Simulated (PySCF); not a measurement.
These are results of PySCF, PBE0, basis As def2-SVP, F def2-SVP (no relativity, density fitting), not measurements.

```xyz
5
charge 1 multiplicity 1, angstrom
As    0.0000    0.0000    0.0000
F     1.3442    0.0000    0.9505
F    -1.3442    0.0000    0.9505
F     0.0000    1.3442   -0.9505
F     0.0000   -1.3442   -0.9505
```

AsF₄⁺ (singlet), along the line from As1 (at 0) through F2 (at 1.646 Å).

Tabulate the fields along this line at -0.58, -0.49, -0.41, -0.33, -0.25, -0.16, -0.08, 0.08, 0.16, 0.25, 0.33, 0.41, 0.49, 0.58, 0.66, 0.74, 0.82, 0.91, 0.99, 1.07, 1.15, 1.23, 1.32, 1.40, 1.48, 1.56, 1.73, 1.81, 1.89, 1.98, 2.06, 2.14, 2.22, 2.30, 2.39, 2.47, 2.55, 2.63 Å.


| distance (Å) | electron density (e/Å³) | electron localisation function | electrostatic potential (V) |
| --- | --- | --- | --- |
| -0.58 | 2.86 | 0.275 | 77.4 |
| -0.49 | 6.62 | 0.491 | 106 |
| -0.41 | 15.9 | 0.685 | 156 |
| -0.33 | 37.5 | 0.774 | 256 |
| -0.25 | 75 | 0.681 | 484 |
| -0.16 | 135 | 0.231 | 1080 |
| -0.08 | 1040 | 0.794 | 3260 |
| 0.08 | 1040 | 0.792 | 3260 |
| 0.16 | 137 | 0.238 | 1080 |
| 0.25 | 76.1 | 0.695 | 484 |
| 0.33 | 37.8 | 0.779 | 255 |
| 0.41 | 15.9 | 0.674 | 156 |
| 0.49 | 6.61 | 0.441 | 106 |
| 0.58 | 2.96 | 0.204 | 77.4 |
| 0.66 | 1.65 | 0.117 | 59.6 |
| 0.74 | 1.26 | 0.163 | 47.7 |
| 0.82 | 1.25 | 0.34 | 40 |
| 0.91 | 1.47 | 0.572 | 35.7 |
| 0.99 | 1.91 | 0.719 | 35 |
| 1.07 | 2.61 | 0.77 | 38.9 |
| 1.15 | 3.64 | 0.767 | 49.7 |
| 1.23 | 5.15 | 0.712 | 71.8 |
| 1.32 | 7.23 | 0.533 | 115 |
| 1.40 | 9.89 | 0.201 | 200 |
| 1.48 | 21.9 | 0.125 | 394 |
| 1.56 | 197 | 0.973 | 1050 |
| 1.73 | 195 | 0.964 | 1050 |
| 1.81 | 22.8 | 0.125 | 389 |
| 1.89 | 11.1 | 0.294 | 194 |
| 1.98 | 7.82 | 0.667 | 107 |
| 2.06 | 5.17 | 0.808 | 62.5 |
| 2.14 | 3.29 | 0.841 | 38.6 |
| 2.22 | 2.05 | 0.833 | 25.2 |
| 2.30 | 1.25 | 0.798 | 17.5 |
| 2.39 | 0.74 | 0.736 | 12.9 |
| 2.47 | 0.438 | 0.643 | 10.1 |
| 2.55 | 0.264 | 0.526 | 8.28 |
| 2.63 | 0.163 | 0.407 | 7.12 |

On a grid of 0.08 Å the density has a local minimum along the bond near 0.82 Å from As, at 1.25 e/Å³, where the ELF is 0.34.
